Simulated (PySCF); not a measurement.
# Correlation energy of Mn⁺ (manganese, charge +1)

[Ar] 3d5 4s1, high-spin 7S determinant. Computed with PySCF 2.14 in def2-SVP, with no relativity, point nucleus. Frozen: [Ar]; 6 electrons correlated.

MP2 pair energies summed by pair of shells (mhartree):

| pair | energy | share (%) |
| --- | --- | --- |
| 3d-3d | -42.98 | 90.2 |
| 3d-4s | -4.66 | 9.8 |

Total MP2 correlation energy: -47.65 mhartree.

Same-spin part -47.65 and opposite-spin part 0.00 mhartree; SCS-MP2 scales them by 1/3 and 6/5 to -15.88 mhartree.
